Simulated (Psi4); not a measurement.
Method: SAPT0/jun-cc-pVDZ, frozen core in Psi4.

Psi4 input:

```
molecule {
0 1
Cl 1.00674417 0.00000000 0.00000000
Cl -1.00674417 -0.00000000 -0.00000000
--
0 1
Cl -3.70696460 0.41087858 0.07456301
Cl -4.05617254 2.38827615 0.22318306
units angstrom
symmetry c1
no_reorient
no_com
}
set basis jun-cc-pvdz
set scf_type df
set freeze_core true
energy('sapt0')
```

Part of the output:

```
    SAPT Results
  --------------------------------------------------------------------------------------------------------
    Electrostatics                -12.44915535 [mEh]      -7.81196293 [kcal/mol]     -32.68525288 [kJ/mol]
      Elst10,r                    -12.44915535 [mEh]      -7.81196293 [kcal/mol]     -32.68525288 [kJ/mol]

    Exchange                       31.94012031 [mEh]      20.04272809 [kcal/mol]      83.85877431 [kJ/mol]
      Exch10                       31.94012031 [mEh]      20.04272809 [kcal/mol]      83.85877431 [kJ/mol]
      Exch10(S^2)                  31.34095461 [mEh]      19.66674594 [kcal/mol]      82.28566500 [kJ/mol]

    Induction                      -6.48430415 [mEh]      -4.06896228 [kcal/mol]     -17.02453819 [kJ/mol]
      Ind20,r                     -27.51940910 [mEh]     -17.26868992 [kcal/mol]     -72.25219864 [kJ/mol]
      Exch-Ind20,r                 24.98150270 [mEh]      15.67612961 [kcal/mol]      65.58892629 [kJ/mol]
      delta HF,r (2)               -3.94639774 [mEh]      -2.47640197 [kcal/mol]     -10.36126584 [kJ/mol]

    Dispersion                     -5.51481025 [mEh]      -3.46059568 [kcal/mol]     -14.47913233 [kJ/mol]
      Disp20                       -6.87208615 [mEh]      -4.31229917 [kcal/mol]     -18.04265971 [kJ/mol]
      Exch-Disp20                   1.35727590 [mEh]       0.85170348 [kcal/mol]       3.56352738 [kJ/mol]
      Disp20 (SS)                  -3.43604308 [mEh]      -2.15614958 [kcal/mol]      -9.02132985 [kJ/mol]
      Disp20 (OS)                  -3.43604308 [mEh]      -2.15614958 [kcal/mol]      -9.02132985 [kJ/mol]
      Exch-Disp20 (SS)              0.53151937 [mEh]       0.33353344 [kcal/mol]       1.39550392 [kJ/mol]
      Exch-Disp20 (OS)              0.82575653 [mEh]       0.51817004 [kcal/mol]       2.16802346 [kJ/mol]

  Total HF                         13.00666081 [mEh]       8.16180288 [kcal/mol]      34.14898324 [kJ/mol]
  Total SAPT0                       7.49185055 [mEh]       4.70120720 [kcal/mol]      19.66985092 [kJ/mol]
```
